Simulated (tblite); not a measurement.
C6H7O2 (doublet state).
Atom-mapped SMILES: `[CH3:1][CH2:2][CH2:3][C:4]#[C:5][C:6]([O:7])=[O:8]` (hydrogens: H9, H10, H11 on C1; H12, H13 on C2; H14, H15 on C3)
Bond orders are those of one Lewis drawing.

Computed with GFN2-xTB (tblite), gas phase: L-BFGS steps from a force-field or distance-geometry start until the largest atomic force falls under 0.01 eV/Å.

Step 15: E = -664.3291 eV
```
atom  x, y, z in Å  |  force x, y, z in eV/Å
C1     -1.7290    0.9108   -0.5888   -0.004  -0.003   0.006
C2     -1.5104   -0.3552    0.2339    0.000  -0.018   0.006
C3     -0.3862   -1.2430   -0.3027    0.044   0.000  -0.026
C4      0.9063   -0.5974   -0.2456    0.136   0.051   0.016
C5      1.9637   -0.0339   -0.2065   -0.027   0.017  -0.003
C6      3.3243    0.6689   -0.1720   -0.012  -0.040  -0.002
O7      3.2109    1.8597   -0.3248   -0.018   0.075  -0.002
O8      4.1627   -0.1919    0.0023   -0.019  -0.034   0.007
H9     -0.7775    1.3384   -0.8973    0.007  -0.010   0.031
H10    -2.3258    0.7086   -1.4748    0.080  -0.048  -0.057
H11    -2.2571    1.6541    0.0016   -0.033   0.005   0.011
H12    -1.2851   -0.0904    1.2678    0.033   0.020   0.013
H13    -2.4212   -0.9565    0.2341   -0.074   0.036   0.059
H14    -0.5640   -1.5068   -1.3477   -0.076  -0.021  -0.015
H15    -0.3160   -2.1574    0.2930   -0.037  -0.029  -0.044
```

Step 16: E = -664.3309 eV
```
atom  x, y, z in Å  |  force x, y, z in eV/Å
C1     -1.7255    0.9098   -0.5893   -0.009  -0.018   0.017
C2     -1.5091   -0.3557    0.2374    0.000   0.003  -0.022
C3     -0.3870   -1.2454   -0.3038    0.014   0.033  -0.017
C4      0.9029   -0.5948   -0.2486    0.217   0.048   0.032
C5      1.9622   -0.0338   -0.2063   -0.101  -0.012  -0.009
C6      3.3214    0.6707   -0.1720   -0.009  -0.109   0.007
O7      3.2115    1.8605   -0.3241   -0.026   0.161  -0.013
O8      4.1569   -0.1933    0.0022   -0.001  -0.046   0.009
H9     -0.7725    1.3416   -0.8914   -0.036  -0.037   0.034
H10    -2.3185    0.7024   -1.4772    0.105  -0.036  -0.055
H11    -2.2612    1.6517   -0.0034   -0.025   0.002   0.012
H12    -1.2808   -0.0857    1.2698    0.033  -0.007  -0.006
H13    -2.4221   -0.9546    0.2400   -0.052   0.049   0.064
H14    -0.5668   -1.5033   -1.3505   -0.080  -0.029   0.011
H15    -0.3158   -2.1620    0.2896   -0.030  -0.002  -0.062
```

Step 17: E = -664.3335 eV
```
atom  x, y, z in Å  |  force x, y, z in eV/Å
C1     -1.7207    0.9079   -0.5895   -0.018  -0.034   0.027
C2     -1.5070   -0.3564    0.2424    0.000   0.034  -0.047
C3     -0.3875   -1.2481   -0.3059   -0.033   0.073  -0.002
C4      0.8997   -0.5914   -0.2526    0.231  -0.003   0.043
C5      1.9602   -0.0325   -0.2062   -0.152  -0.026  -0.017
C6      3.3170    0.6732   -0.1720   -0.008  -0.141   0.015
O7      3.2113    1.8626   -0.3229   -0.012   0.196  -0.018
O8      4.1475   -0.1964    0.0023    0.020  -0.034   0.009
H9     -0.7657    1.3458   -0.8817   -0.084  -0.066   0.038
H10    -2.3048    0.6921   -1.4821    0.129  -0.014  -0.045
H11    -2.2680    1.6481   -0.0110   -0.012  -0.014   0.003
H12    -1.2735   -0.0788    1.2728    0.032  -0.045  -0.035
H13    -2.4244   -0.9509    0.2504   -0.005   0.066   0.066
H14    -0.5728   -1.4985   -1.3546   -0.071  -0.032   0.048
H15    -0.3158   -2.1688    0.2832   -0.016   0.040  -0.083
```

Step 18: E = -664.3368 eV
```
atom  x, y, z in Å  |  force x, y, z in eV/Å
C1     -1.7152    0.9052   -0.5892   -0.030  -0.041   0.027
C2     -1.5043   -0.3567    0.2484    0.000   0.062  -0.054
C3     -0.3882   -1.2502   -0.3089   -0.078   0.100   0.012
C4      0.8975   -0.5885   -0.2568    0.149  -0.098   0.043
C5      1.9574   -0.0296   -0.2063   -0.146  -0.012  -0.022
C6      3.3112    0.6759   -0.1721   -0.008  -0.105   0.016
O7      3.2105    1.8662   -0.3215    0.023   0.141  -0.010
O8      4.1354   -0.2011    0.0024    0.034   0.005   0.003
H9     -0.7584    1.3499   -0.8687   -0.115  -0.083   0.040
H10    -2.2845    0.6786   -1.4896    0.139   0.013  -0.028
H11    -2.2770    1.6433   -0.0206   -0.002  -0.035  -0.014
H12    -1.2634   -0.0709    1.2758    0.031  -0.081  -0.060
H13    -2.4273   -0.9449    0.2651    0.053   0.075   0.059
H14    -0.5820   -1.4928   -1.3590   -0.049  -0.026   0.081
H15    -0.3162   -2.1765    0.2733   -0.001   0.083  -0.093
```

**Question.** Estimate the geometry and energy of step 19. (The exact step hangs on the optimiser's Hessian estimate; all steps are aligned on step 18, rigid shifts and turns removed.)

**Answer.** E = -664.3412 eV, largest force 0.216 eV/Å
```
atom  x, y, z in Å  |  force x, y, z in eV/Å
C1     -1.7092    0.9012   -0.5884   -0.043  -0.032   0.013
C2     -1.5009   -0.3562    0.2554   -0.002   0.075  -0.038
C3     -0.3899   -1.2510   -0.3126   -0.106   0.100   0.022
C4      0.8964   -0.5877   -0.2612   -0.008  -0.214   0.031
C5      1.9529   -0.0248   -0.2069   -0.083   0.027  -0.025
C6      3.3037    0.6790   -0.1720   -0.008  -0.007   0.011
O7      3.2097    1.8714   -0.3196    0.071   0.011   0.007
O8      4.1203   -0.2068    0.0027    0.038   0.062  -0.005
H9     -0.7513    1.3534   -0.8514   -0.112  -0.080   0.038
H10    -2.2558    0.6616   -1.5000    0.123   0.042  -0.009
H11    -2.2884    1.6368   -0.0329    0.000  -0.056  -0.035
H12    -1.2498   -0.0625    1.2785    0.033  -0.104  -0.066
H13    -2.4303   -0.9358    0.2849    0.107   0.068   0.042
H14    -0.5949   -1.4861   -1.3630   -0.019  -0.009   0.095
H15    -0.3168   -2.1845    0.2589    0.008   0.118  -0.080
```

The energy changes by -0.0044 eV. The first-order estimate −F·Δx gives -0.0059 eV and the mean of the old and new forces, exact on a quadratic surface, -0.0044 eV. The step makes an angle of 78° with the force vector and moves no atom by more than 0.035 Å.

What follows is the cost of the whole relaxation. The run took 0.44 s on Arm Neoverse V1, one thread, no GPU, on a shared host.
